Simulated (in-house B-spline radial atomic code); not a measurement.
Solving the quasi-particle equation for 2s of B+

Configuration [He] 2s2, start r2SCAN; correlation leaves out the deepest shell. Computed with an all-electron radial atomic-structure program (B-spline basis): all electrons, non-relativistic, point nucleus, each spin shell either full or empty, empty states to l = 9 with an (l + 1/2)⁻⁴ tail; G0W0 by contour deformation at full frequency.

At the mean-field level ε = -19.725 eV the matrix elements are Σx = -15.154 eV, v_xc = -11.128 eV and Σc(ε) = -1.854 eV, and the slope of the correlation self-energy is dΣc/dω = -0.1245. The quasi-particle energy solves E = ε + Σx − v_xc + Σc(E).

What does the linearised equation give?

Z = 1/(1 − dΣc/dω) = 1/1.1245 = 0.8893. The first-order shift is Σx − v_xc + Σc(ε) = -15.154 − (-11.128) + (-1.854) = -5.880 eV, so E ≈ ε + Z × shift = -19.725 + 0.8893 × (-5.880) = -24.954 eV.

How does that compare with the full solution and with static screening?

Solving the equation at full frequency dependence gives E = -25.022 eV, where Σc = -1.271 eV and the weight is 0.906; the linearised value is off by 68 meV. Leaving Z out would give -25.605 eV. Static COHSEX puts -3.843 eV in place of Σc and gives -27.594 eV, 2.57 eV deeper. The tabulated removal energy is 25.155 eV (NIST, measured); the run leaves out relativity, Breit and QED terms.
